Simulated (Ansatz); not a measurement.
`C=CB(Cl)Cl` + `C=CCI` → `ClB(Cl)I` + `C=CCC=C`  (formal exchange of groups at a B–C bond)

Isolated molecules relaxed with PBE0-D4/def2-TZVP in Ansatz; ΔE leaves out vibrations. CBS: MP2 limit from def2 TZ/QZ plus the TZ coupled-cluster correction, frozen cores. Functionals use def2-TZVPP. Elements past krypton have def2 core potentials. For I outer-core shells are correlated without core-valence functions, which leaves a few kJ/mol of doubt a bond. One conformer a species, not always the lowest.

| level | ΔE (kJ/mol) |
| --- | --- |
| r2SCAN-D4 | -31.2 |
| PBE0-D4 | -34.5 |
| PBE0 | -34.4 |
| HF/def2-TZVPP | -25.8 |
| CCSD(T)/def2-TZVPP | -31.3 |
| HF/def2-QZVPP | -25.8 |
| MP2/def2-QZVPP | -36.1 |
| SCS-MP2/def2-QZVPP | -32.5 |

(1) What does CCSD(T)/CBS give? (An estimate is asked.)

Largest T1 diagnostic among the species: 0.012.

Answers

(1) Computed: -31.2 kJ/mol. The listed levels differ from it by 0.0, -3.3, -3.2, 5.4, -0.1, 5.4, -4.9, -1.3 kJ/mol.

In def2-TZVPP, CCSD(T) changes the Hartree–Fock value by −5.6 kJ/mol (the triples alone add +0.3 kJ/mol) and MP2 by −10.4 kJ/mol.
